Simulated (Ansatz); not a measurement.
`Cl[BH][ZnH]` + `CNC` → `C[N](C)[ZnH]` + `BCl` at 500 K and 1 bar (cleavage of the Zn–B bond).

Computed with Ansatz on PBE0-D4/def2-TZVP structures; ΔE is electronic, products minus reactants. CCSD(T)/CBS is the MP2 limit (def2-TZVPP, def2-QZVPP) plus CCSD(T) − MP2 in def2-TZVPP, frozen cores. This one scheme is used for every species. For Zn outer-core shells are correlated without core-valence functions, which leaves a few kJ/mol of doubt a bond. Scalar relativity is left out up to krypton.

| species | CCSD(T)/CBS energy (Eh) | H − E (kJ/mol) | S (J/(mol·K)) |
| --- | --- | --- | --- |
| `Cl[BH][ZnH]` | -2264.14522 | 80.0 | 336.9 |
| `CNC` | -135.00321 | 273.8 | 313.8 |
| `C[N](C)[ZnH]` | -1913.37223 | 271.6 | 381.1 |
| `BCl` | -485.78909 | 75.1 | 258.0 |

H − E and S are ideal-gas, rigid-rotor, harmonic terms from PBE0-D4/def2-TZVP. 1 Eh = 2625.50 kJ/mol, R = 8.31446 J/(mol·K).

Problem. By hand: ΔE, ΔH, ΔS and ΔG.

Solution. ΔE = (-1913.37223) + (-485.78909) − (-2264.14522) − (-135.00321) = -0.01289 Eh = -33.8 kJ/mol. Δ(H − E) = 271.6 + 75.1 − 80.0 − 273.8 = -7.1, so ΔH = -40.9 kJ/mol. ΔS = 381.1 + 258.0 − 336.9 − 313.8 = -11.6 J/(mol·K). ΔG = -40.9 − 500 × (-11.6)/1000 = -35.1 kJ/mol.

Problem. By hand: the equilibrium constant, and the temperature at which ΔG would vanish if ΔH and ΔS stayed fixed.

Solution. log₁₀ K = −ΔG/(RT ln 10) = 3.7. ΔG = 0 at ΔH/ΔS = 3526 K, far beyond where these terms or the molecules hold.

The number of gas molecules stays the same, so ΔS is small and ΔH decides. A doubt of 5 kJ/mol in ΔE shifts log₁₀ K by 0.5 here. These are equilibria of isolated gas molecules and say nothing of rates. Largest T1 diagnostic: 0.015 (customary marks: 0.02 for closed shells, 0.045 for open ones).
